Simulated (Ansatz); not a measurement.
A geometry relaxed with PBE0-D3(BJ)/def2-SVP run with Ansatz (an electronic-structure program), charge 0, multiplicity 1:

```xyz
19

H      0.5557    -2.1587    -0.7099
H     -1.0721    -2.4834     0.9284
H     -2.4730     2.0210     0.8964
H     -2.8345    -1.8903     0.8342
H     -2.4526     1.4261    -1.4438
Si    -2.6183     0.8810    -0.0621
H      3.8802     0.6004    -0.5355
C      0.6151     1.0851     0.3119
H     -0.0091     1.8909     0.7036
H      2.9615    -1.6791    -1.0574
H     -3.9821     0.2938     0.0946
C      2.3045    -0.9014    -0.6612
C      1.9648     1.3344     0.1044
C      2.8275     0.3595    -0.3795
C      0.0911    -0.1881     0.0448
C     -1.3452    -0.4694     0.2731
C     -1.7718    -1.6731     0.6932
C      0.9556    -1.1752    -0.4565
F      2.4432     2.5471     0.3782
```

### Question
Write the SMILES of this molecule.

### Answer
`C=C([SiH3])c1cccc(F)c1`
